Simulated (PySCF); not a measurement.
Vibration and rotation of CdTe⁺

ROHF-SCS-MP2 constants of CdTe⁺, ²Π (doublet), unpaired electrons π ↑ (Cd def2-SVP with ECP28, Te def2-SVP with ECP28; scalar-relativistic core potentials (PySCF 2.14); masses 113.9034 and 129.9062 u):

```
ωe              : 186.8 cm⁻¹
ωexe            : 0.482 cm⁻¹
Be              : 0.039033 cm⁻¹
αe              : 0.000127 cm⁻¹
D (centrifugal) : 6.81e-09 cm⁻¹
De to Cd⁺ + Te  : 1.44 eV
```

Task: Give the vibrational terms G(v) and spacings up to v = 6.

Result: G(v) = ωe(v+½) − ωexe(v+½)².

```tsv
v	G(v) (cm⁻¹)	G(v) − G(v−1)	Bv (cm⁻¹)
0	93.3		0.03897
1	279.1	185.8	0.03884
2	464.0	184.9	0.03872
3	647.9	183.9	0.03859
4	830.8	182.9	0.03846
5	1012.8	182.0	0.03833
6	1193.8	181.0	0.03821
```

Task: How well does the Morse estimate ωe²/(4ωexe) reproduce De, and what is D0?

Result: It gives 2.24 eV, 156 % of the computed De. D0 = De − G(0) = 1.44 − 0.01 = 1.43 eV.

Correlated steps freeze 4 core orbitals. Correlated levels converge slowly with the basis: in double zeta they bind strong bonds too weakly, by up to about 1 eV, and carry superposition errors of some tenths. Spin–orbit coupling is left out, which matters for elements this heavy, above all for dissociation energies. For an ion De counts to the pair picked by the measured ionisation energies or electron affinities, which need not be the lowest pair at this level. The state was picked by a PBE0 search and need not be the measured ground state.
